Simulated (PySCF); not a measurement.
Te⁺ (tellurium, charge +1) across methods

[Kr] 4d10 5s2 5p2 6s1, high-spin 4P determinant (an excited configuration). Calculation: PySCF 2.14, in aug-cc-pVTZ-DK3 (8s7p5d2f, 68 functions); the spin-free X2C one-electron Hamiltonian (Gaussian nucleus).

| method | E (hartree) | mean ε 5s β (eV) | mean ε 5p α (eV) | mean ε 6s α (eV) | Σ⟨r²⟩ (bohr²) | ⟨S²⟩ |
| --- | --- | --- | --- | --- | --- | --- |
| UHF | -6789.93396 | -28.824 | -21.791 | -8.174 | 70.05 | 3.758 |
| LDA | -6786.38 | -26.271 | -17.392 | -6.970 | 66.80 | 3.751 |
| PBE0 | -6792.41 | -26.766 | -18.549 | -7.279 | 66.99 | 3.752 |
| MN15 | -6797.50 | -27.845 | -19.409 | -7.503 | 67.06 | 3.753 |
| PW91 | -6793.30 | -25.696 | -17.230 | -6.846 | 65.80 | 3.751 |
| PBE | -6792.34 | -25.629 | -17.190 | -6.838 | 66.07 | 3.751 |

(1) Estimate the same row for BP86.

The outer electron is Rydberg-like, and this basis confines it to a smaller radius and binds it less than a complete one would.

## Answers

(1) E (hartree) = -6793.54; mean ε 5s β (eV) = -25.896; mean ε 5p α (eV) = -17.298; mean ε 6s α (eV) = -6.928; Σ⟨r²⟩ (bohr²) = 66.06; ⟨S²⟩ = 3.751.
